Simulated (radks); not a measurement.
Q: Excited configurations of Be3+: one electron is placed in a higher orbital outside the bare nucleus. The ground configuration is 1s1. Calculated with a radial shooting solver on a logarithmic mesh with Libxc functionals: non-relativistic Kohn-Sham, LDA (Slater exchange, Perdew-Wang correlation), spin-unpolarised, spherical densities, point nucleus; without spin polarisation the odd electron is poorly described. Excitation = E - E(ground); binding = E(ion) - E, where the ion is the core of charge +4; n* = 4/sqrt(2 binding) in atomic units, and the quantum defect is n - n*.

outer orbital  excitation (eV)  binding (eV)     n*  quantum defect  eigenvalue (eV)  <r> (bohr)
2s                      155.62        53.320  2.021          -0.021          -47.338       1.513
2p                      156.42        52.514  2.036          -0.036          -45.245       1.284
3p                      184.98        23.955  3.015          -0.015          -21.167       3.146
3d                      185.33        23.611  3.036          -0.036          -20.226       2.677
4s                      195.25        13.684  3.989           0.011          -12.284       5.989
4p                      195.27        13.668  3.991           0.009          -12.202       5.747
4d                      195.34        13.601  4.001          -0.001          -11.981       5.274
4f                      195.49        13.443  4.024          -0.024          -11.502       4.555
5s                      200.10         8.839  4.963           0.037           -7.968       9.329
5p                      200.10         8.838  4.963           0.037           -7.940       9.082
5d                      200.12         8.820  4.968           0.032           -7.865       8.603

Estimate the row for 7f.

A: excitation (eV) 204.37; binding (eV) 4.570; n* 6.902; quantum defect 0.098; eigenvalue (eV) -4.103; <r> (bohr) 16.73. The Delta-SCF ionisation energy is 208.94 eV (NIST Atomic Spectra Database: 217.72 eV, theoretical). Self-interaction in the functional shifts the binding energies and quantum defects, so they are the method's values and not measured ones. Spin polarisation and multiplet splitting are left out, so open shells lie too high by an amount that depends on their filling.
